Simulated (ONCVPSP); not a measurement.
u(r) = r·R(r): atom against pseudo-atom (Sb)

Columns: radius, all-electron u(r) and pseudo u(r) of the 4s shell (level -149.99 eV) of antimony in the configuration [Ar] 3d10 4s2 4p6 4d10 5s1 5p4; BLYP, scalar-relativistic, ONCV scheme, ONCVPSP 4.0.1.

```
r (bohr)  all-electron  pseudo
   0.070        0.4614  0.1945
   0.140        0.0204  0.3825
   0.210       -0.6431  0.5581
   0.280       -0.7005  0.7165
   0.350       -0.3138  0.8539
   0.420        0.2162  0.9668
   0.490        0.6940  1.0526
   0.560        1.0395  1.1092
   0.630        1.2414  1.1362
   0.700        1.3201  1.1346
   0.770        1.3075  1.1074
   0.840        1.2344  1.0585
   0.910        1.1265  0.9924
   0.980        1.0025  0.9129
   1.050        0.8755  0.8237
   1.120        0.7533  0.7286
   1.190        0.6406  0.6316
   1.260        0.5397  0.5375
   1.330        0.4512  0.4509
   1.400        0.3749  0.3747
   1.470        0.3098  0.3097
   1.540        0.2548  0.2548
   1.610        0.2088  0.2088
   1.680        0.1706  0.1705
   1.750        0.1389  0.1389
   1.820        0.1129  0.1128
```

Task: How many radial nodes do the two functions have?

Result: The all-electron 4s function has n − l − 1 = 3 (the table is too coarse to show those close to the nucleus); the pseudo-wave has 0, since the states of the same l below it are removed with the core.

Task: At about which radius was the pseudo-wave matched?

Result: 1.40 bohr, where the columns begin to agree (steps of 0.07 bohr).

Task: Is the pseudo-wave norm-conserving?

Result: Yes: the ONCV scheme keeps the norm inside the radius equal to the all-electron one, which fixes the energy derivative of the logarithmic derivative at the level.
